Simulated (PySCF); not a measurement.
CH11NOSi3, SMILES [SiH2](O[Si@@H](C)[SiH3])N. Heavy atoms are numbered as in [CH3:1][Si@@H:2]([SiH3:3])[O:4][SiH2:5][NH2:6]. Hydrogens are named by the atom that carries them.

Coordinates come from a B3LYP-D3(BJ)/def2-SVP optimisation. The structure was generated by enumeration; whether it is a known compound was not checked. One conformer was computed; it need not be the lowest.

Level of theory: PBE/pcSseg-1 (PySCF).

GIAO shieldings, no solvent; atoms alike by connectivity are averaged. δ = σ(ref) − σ: ¹³C against TMS (σ = 182.0 ppm); ²⁹Si against TMS (σ = 335.4 ppm); ¹⁷O against H2O (σ = 334.3 ppm); ¹⁵N against NH3 (σ = 267.0 ppm); ¹H against TMS (σ = 31.49 ppm), references at their B3LYP-D3(BJ)/def2-TZVP geometries, non-relativistic.

Computed chemical shifts:
```json
[
 {"nucleus": "¹³C", "atoms": "C1 (CH3)", "count": "1", "δ (ppm)": "4.4"},
 {"nucleus": "²⁹Si", "atoms": "Si2 (SiH)", "count": "1", "δ (ppm)": "-8.0"},
 {"nucleus": "²⁹Si", "atoms": "Si5 (SiH2)", "count": "1", "δ (ppm)": "-39.0"},
 {"nucleus": "²⁹Si", "atoms": "Si3 (SiH3)", "count": "1", "δ (ppm)": "-110.0"},
 {"nucleus": "¹⁷O", "atoms": "O4", "count": "1", "δ (ppm)": "92.7"},
 {"nucleus": "¹⁵N", "atoms": "N6 (NH2)", "count": "1", "δ (ppm)": "52.6"},
 {"nucleus": "¹H", "atoms": "H on Si2", "count": "1", "δ (ppm)": "5.96"},
 {"nucleus": "¹H", "atoms": "H on Si5", "count": "2", "δ (ppm)": "5.26"},
 {"nucleus": "¹H", "atoms": "H on Si3", "count": "3", "δ (ppm)": "3.66"},
 {"nucleus": "¹H", "atoms": "H on N6", "count": "2", "δ (ppm)": "1.55"},
 {"nucleus": "¹H", "atoms": "H on C1", "count": "3", "δ (ppm)": "0.81"}
]
```
